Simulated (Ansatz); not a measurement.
Total energies of Cl$_{3}$GaH$_{4}$OSi, SMILES `[SiH3][OH+][Ga-]([Cl])([Cl])[Cl]`.

Z-matrix (Å, degrees):
```
Si
O 1 1.704
H 1 1.477 2 109.5
H 1 1.473 2 104.5 3 -121.4
H 1 1.481 2 105.8 3 119.5
Ga 2 2.047 1 127.1 3 80.5
H 2 0.964 1 118.9 3 -70.3
Cl 6 2.152 2 95.1 1 -150.3
Cl 6 2.149 2 98.6 1 -30.8
Cl 6 2.137 2 103.0 1 89.2
```

The species carries charge 0 and has multiplicity 1. Correlated methods include outer-core shells of Ga, which these sets cover unevenly. Scalar relativity is left out up to krypton. The structure was optimised at the PBE0-D4/def2-TZVP level. It is one conformer, not always the lowest. Basis def2-TZVPP, Ansatz 0.2.0.

RPA on PBE orbitals: Hartree–Fock energy of these orbitals -3668.11289 Eh, correlation -1.87833 Eh (frozen core).

```json
{"functional": "r2SCAN0", "energy without D4 (Eh)": "-3672.68461", "D4 term (kJ/mol)": "-11.0"}
{"functional": "BHLYP", "energy without D4 (Eh)": "-3672.83639", "D4 term (kJ/mol)": "-52.5"}
```

Task: Give the same for LDA (SPW92), PBE, revPBE, BLYP, r2SCAN, B97M-V, PBE0, B3LYP, r2SCANh, HSE06 (plane-wave form), CAM-B3LYP, LC-ωPBE, ωB97X-V, ωB97M-V, B2PLYP, PBE-QIDH. (Estimate.)

Result: Ansatz gave: 
```json
{"functional": "LDA (SPW92)", "energy without D4 (Eh)": "-3663.68006", "D4 term (kJ/mol)": "–"}
{"functional": "PBE", "energy without D4 (Eh)": "-3671.79093", "D4 term (kJ/mol)": "-36.3"}
{"functional": "revPBE", "energy without D4 (Eh)": "-3672.39342", "D4 term (kJ/mol)": "-86.0"}
{"functional": "BLYP", "energy without D4 (Eh)": "-3672.91972", "D4 term (kJ/mol)": "-75.6"}
{"functional": "r2SCAN", "energy without D4 (Eh)": "-3672.73201", "D4 term (kJ/mol)": "-9.0"}
{"functional": "B97M-V", "energy without D4 (Eh)": "-3672.07078", "D4 term (kJ/mol)": "–"}
{"functional": "PBE0", "energy without D4 (Eh)": "-3671.97951", "D4 term (kJ/mol)": "-31.7"}
{"functional": "B3LYP", "energy without D4 (Eh)": "-3673.00593", "D4 term (kJ/mol)": "-59.1"}
{"functional": "r2SCANh", "energy without D4 (Eh)": "-3672.71228", "D4 term (kJ/mol)": "-9.8"}
{"functional": "HSE06 (plane-wave form)", "energy without D4 (Eh)": "-3671.94588", "D4 term (kJ/mol)": "-30.2"}
{"functional": "CAM-B3LYP", "energy without D4 (Eh)": "-3673.03687", "D4 term (kJ/mol)": "-33.4"}
{"functional": "LC-ωPBE", "energy without D4 (Eh)": "-3672.13373", "D4 term (kJ/mol)": "–"}
{"functional": "ωB97X-V", "energy without D4 (Eh)": "-3672.44466", "D4 term (kJ/mol)": "–"}
{"functional": "ωB97M-V", "energy without D4 (Eh)": "-3672.67787", "D4 term (kJ/mol)": "–"}
{"functional": "B2PLYP", "energy without D4 (Eh)": "-3671.97236", "D4 term (kJ/mol)": "–"}
{"functional": "PBE-QIDH", "energy without D4 (Eh)": "-3671.31126", "D4 term (kJ/mol)": "–"}
```

B3LYP takes the VWN-RPA correlation (the form of Gaussian; ORCA's B3LYP/G). HSE06 is the plane-wave form, built on full-range PBE exchange. The double hybrids freeze the cores in their second-order part.

LC-ωPBE has ω = 0.4 bohr⁻¹.
